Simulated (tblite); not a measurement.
Compound: C₅H₇BClF.
Numbering: `[F:1][B:2]([Cl:3])[C@H:4]1[C@@H:5]2[CH2:6][CH2:7][C@H:8]12` (hydrogens: H9 on C4; H10 on C5; H11, H12 on C6; H13, H14 on C7; H15 on C8)

Computed with GFN2-xTB (tblite), gas phase: L-BFGS steps from a force-field or distance-geometry start until the largest atomic force falls under 0.01 eV/Å.

Step 70: E = -675.6464 eV
```
atom  x, y, z in Å  |  force x, y, z in eV/Å
F1      2.5575    1.3513    0.9906   -0.016  -0.051   0.006
B2      2.2873    0.5984   -0.0697    0.007   0.080  -0.047
Cl3     3.6215    0.1658   -1.0660    0.029   0.033   0.014
C4      0.8499    0.1220   -0.3866    0.019   0.017  -0.037
C5      0.0319   -0.4599    0.7631    0.027   0.012   0.003
C6     -1.2041   -1.1315    0.1839    0.048  -0.009  -0.036
C7     -1.6159    0.2268   -0.4197   -0.024   0.055  -0.009
C8     -0.3583    0.8514    0.1732    0.003  -0.030  -0.006
H9      0.7093   -0.3396   -1.3591   -0.008  -0.082   0.057
H10     0.4960   -0.6800    1.7091   -0.029  -0.044   0.023
H11    -1.8894   -1.5243    0.9323    0.013   0.107  -0.008
H12    -0.9952   -1.9094   -0.5479    0.001  -0.086   0.019
H13    -1.6872    0.2527   -1.5056    0.003   0.048  -0.024
H14    -2.5260    0.6358    0.0061   -0.076  -0.012   0.048
H15    -0.2816    1.8487    0.5743    0.005  -0.037  -0.004
```

Step 71: E = -675.6490 eV
```
atom  x, y, z in Å  |  force x, y, z in eV/Å
F1      2.5660    1.3033    1.0206   -0.020  -0.049  -0.057
B2      2.2881    0.5990   -0.0720    0.072   0.024  -0.005
Cl3     3.6216    0.2071   -1.0957   -0.058   0.065   0.066
C4      0.8513    0.1179   -0.3837    0.026   0.035  -0.055
C5      0.0294   -0.4541    0.7677    0.021   0.005  -0.009
C6     -1.2038   -1.1294    0.1887    0.012  -0.031  -0.074
C7     -1.6143    0.2247   -0.4250   -0.029   0.060   0.019
C8     -0.3588    0.8529    0.1679    0.028  -0.022  -0.015
H9      0.7086   -0.3476   -1.3532    0.000  -0.087   0.037
H10     0.4883   -0.6688    1.7165   -0.006  -0.042   0.047
H11    -1.8951   -1.5191    0.9337    0.033   0.114  -0.001
H12    -0.9945   -1.9111   -0.5395    0.015  -0.084   0.028
H13    -1.6887    0.2450   -1.5108    0.016   0.050  -0.019
H14    -2.5228    0.6348    0.0019   -0.101   0.002   0.043
H15    -0.2795    1.8534    0.5607   -0.009  -0.042  -0.004
```

Step 72: E = -675.6518 eV
```
atom  x, y, z in Å  |  force x, y, z in eV/Å
F1      2.5718    1.2807    1.0313   -0.034   0.035   0.024
B2      2.2881    0.6054   -0.0750    0.033  -0.080  -0.004
Cl3     3.6208    0.2283   -1.0984   -0.008   0.051  -0.008
C4      0.8531    0.1166   -0.3852    0.013   0.043  -0.031
C5      0.0300   -0.4518    0.7673    0.010  -0.026  -0.022
C6     -1.2026   -1.1292    0.1893   -0.030  -0.021  -0.089
C7     -1.6146    0.2248   -0.4273   -0.034   0.027   0.029
C8     -0.3585    0.8521    0.1633    0.035   0.002  -0.026
H9      0.7107   -0.3546   -1.3510    0.002  -0.083   0.006
H10     0.4839   -0.6676    1.7174    0.018  -0.029   0.062
H11    -1.8982   -1.5113    0.9346    0.052   0.105   0.007
H12    -0.9965   -1.9181   -0.5327    0.022  -0.050   0.025
H13    -1.6942    0.2463   -1.5132    0.022   0.044  -0.003
H14    -2.5220    0.6329    0.0057   -0.082   0.002   0.021
H15    -0.2761    1.8535    0.5517   -0.019  -0.020   0.008
```

**Question.** Estimate the geometry and energy of step 73. (The exact step hangs on the optimiser's Hessian estimate; all steps are aligned on step 72, rigid shifts and turns removed.)

**Answer.** E = -675.6536 eV, largest force 0.123 eV/Å
```
atom  x, y, z in Å  |  force x, y, z in eV/Å
F1      2.5776    1.2529    1.0499   -0.045   0.018  -0.046
B2      2.2890    0.6077   -0.0752    0.047  -0.102   0.049
Cl3     3.6164    0.2555   -1.1152   -0.017   0.067   0.007
C4      0.8553    0.1145   -0.3853    0.003   0.024  -0.014
C5      0.0292   -0.4497    0.7682    0.016  -0.033  -0.009
C6     -1.2030   -1.1288    0.1894   -0.024   0.009  -0.058
C7     -1.6150    0.2250   -0.4298   -0.022   0.006   0.004
C8     -0.3575    0.8517    0.1582    0.011  -0.010  -0.019
H9      0.7150   -0.3627   -1.3488    0.000  -0.065   0.006
H10     0.4784   -0.6630    1.7223    0.015  -0.015   0.023
H11    -1.9025   -1.5027    0.9348    0.055   0.084   0.023
H12    -0.9947   -1.9257   -0.5231    0.010  -0.023   0.000
H13    -1.6955    0.2470   -1.5160    0.014   0.037   0.013
H14    -2.5227    0.6325    0.0062   -0.044  -0.007  -0.002
H15    -0.2741    1.8538    0.5423   -0.019   0.010   0.022
```

The energy changes by -0.0018 eV. The first-order estimate −F·Δx gives -0.0027 eV and the mean of the old and new forces, exact on a quadratic surface, -0.0018 eV. The step makes an angle of 79° with the force vector and moves no atom by more than 0.034 Å.

The cost below is that of the whole relaxation. Time: 2.3 s. Hardware: one thread of an Intel Xeon at 2.50 GHz, shared host with 64 logical CPUs at a one-minute load of 55.
